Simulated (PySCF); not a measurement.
BeHBr, SMILES [BeH][Br]. Coordinates come from a PBE0-D3(BJ)/def2-TZVPD optimisation.

Computed equilibrium geometry at PBE0-D3(BJ)/def2-TZVPD (PySCF confirms it by a frequency run) as a Z-matrix, and its point group:
point group C∞v.
```
Be
H 1 1.3280
Br 1 1.9559 2 180.00
```
